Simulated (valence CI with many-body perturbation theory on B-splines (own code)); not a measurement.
Questions on Sn16+

Level of theory: configuration interaction combined with many-body perturbation theory (CI+MBPT): six valence electrons over a frozen Dirac-Fock core [Ar] 3d10, a basis of 9 s, 9 p, 8 d, 6 f, 3 g, 1 h functions for each j, with the one-electron correlation potential Σ1, the two-electron term Σ2, the three-electron term Σ3, Breit, model QED; selected CI, second order for the rest, scaled by the run's own slope (own B-spline code, finite nucleus).

No measured levels were compared; by estimate levels hold to about 250 cm⁻¹ or 0.2 % of their energy and the worst to 1 %, as in measured heavy ions of charge 2 to 7; those with d or f electrons hold less well. Among the levels kept, up to 1100 cm⁻¹ of a level comes from second order outside the variational space, and about a tenth of that is noise between levels of different J, which matters for small intervals.

Names give the largest LS component (configuration and term), which can be under half, so a name can repeat, a term be missing and a line seem to break the LS rules; names also repeat where a configuration has a term twice.

Rates and lifetimes use the calculated energies. Strong lines usually hold to 10 to 20 %, long lifetimes can be off by a factor of two.

Problem. What is the ground level?

Solution. 4s2 4p4 3P_2, composition 77 % 4s2 4p4 3P + 20 % 4s2 4p4 1D, g = 1.396.

Problem. Name the longest-lived excited levels whose lifetime is computed, and their main decay.

Solution. 4s2 4p4 3P_0 at 3.988 eV lives 977 ms, mostly by E2 to 4s2 4p4 3P_2; 4s2 4p3 4d 5D°_4 at 71.104 eV lives 2.51 ms, mostly by M2 to 4s2 4p4 3P_2; 4s2 4p3 4d 3G°_4 at 79.787 eV lives 226 μs, mostly by M1 to 4s2 4p3 4d 5D°_4. The lifetime of 4s2 4p3 4d 3F°_4 is too uncertain to give, and may be longer. The lifetime of 4s2 4p3 4d 1G°_4 is too uncertain to give, and may be longer. The lifetime of 4s2 4p3 4d 3G°_5 is too uncertain to give, and may be longer.

Problem. Where does the other parity begin?

Solution. At 4s 4p5 3P°_2, 52.006 eV.

Problem. What is the ionisation energy?

Solution. 438.25 eV; NIST lists 437 ± 3 eV (theoretical).

Problem. How well does LS coupling describe the low levels?

Solution. Among the lowest 20 levels the leading LS term, summed over configurations, holds 68 % on average. For single configurations the figures are 64 % in LS and 74 % in jj coupling. Terms mix most in the J = 3 level at 76.125 eV, where the leading one holds 34 %.

Problem. Among levels below 95.454 eV, which E1 lines absorb most strongly from the ground level?

Solution. to 4s2 4p3 4d 3D°_3 at 13.41 nm, f = 1.34; to 4s2 4p3 4d 3P°_2 at 13.78 nm, f = 0.596; to 4s2 4p3 4d 3P°_1 at 13.75 nm, f = 0.339.

Problem. What are the static dipole polarisabilities of the lowest levels?

Solution. 4s2 4p4 3P_2 0.374 (tensor 0.0099); 4s2 4p4 3P_0 0.373; 4s2 4p4 3P_1 0.387 (tensor -0.011); 4s2 4p4 1D_2 0.385 (tensor -0.031) bohr³, of which the core gives 0.0184.
